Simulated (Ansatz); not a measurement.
Process, species as SMILES: CO[SiH]OC → C[Si](C)([O])O
Each molecule is optimised on its own at B3LYP-D3(BJ)/def2-TZVP (Ansatz, a quantum-chemistry and plane-wave program), one conformer each, not searched for the lowest.

Quantity: isomerisation energy (electronic energy difference), in kcal/mol. Valence correlation only, unless marked. Open shells are spin-unrestricted. Spin-orbit coupling is left out. No relativistic terms. Basis-set limits of correlation are two-point, X^-3; Hartree-Fock from the larger set.

```csv
level,program,isomerisation energy (kcal/mol)
PBE/def2-TZVPD,Ansatz,-24.2
r2SCAN-D4/def2-TZVPD,Ansatz + dftd4,-27.8
PBE0/def2-SVP,Ansatz,-22.1
PBE0-D3(BJ)/def2-TZVPD,Ansatz + dftd3,-26.1
PBE0/def2-QZVPP,Ansatz,-26.3
CAM-B3LYP-D4/def2-TZVPD,Ansatz + dftd4,?
B2GP-PLYP-D4/def2-TZVPD,Ansatz + dftd4,?
PBE-QIDH/def2-TZVPD,Ansatz,?
CCSD/cc-pV(D+d)Z,Ansatz,-26.5
"CCSD(T)/CBS(cc-pV(T+d)Z,cc-pV(Q+d)Z)",Ansatz,?
```

**Question.** Fill in the missing entries.

**Answer.** 
- CAM-B3LYP-D4/def2-TZVPD, isomerisation energy (kcal/mol): -24.1
- B2GP-PLYP-D4/def2-TZVPD, isomerisation energy (kcal/mol): -24.3
- PBE-QIDH/def2-TZVPD, isomerisation energy (kcal/mol): -25.8
- CCSD(T)/CBS(cc-pV(T+d)Z,cc-pV(Q+d)Z), isomerisation energy (kcal/mol): -27.1
